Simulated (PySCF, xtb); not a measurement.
BH4P, SMILES BP.

xtb with GFN2-xTB at its own geometry gives an orbital gap of 3.04 eV and a dipole moment of 1.07 D.

Coordinates come from a B3LYP-D3(BJ)/def2-TZVP optimisation.

Question: What does ωB97X/def2-TZVPD run with PySCF give? (An estimate is asked for; the answer gives what the named calculation found.)

Answer: gap 10.17 eV (levels -9.80 and 0.37 eV), dipole 0.76 D.
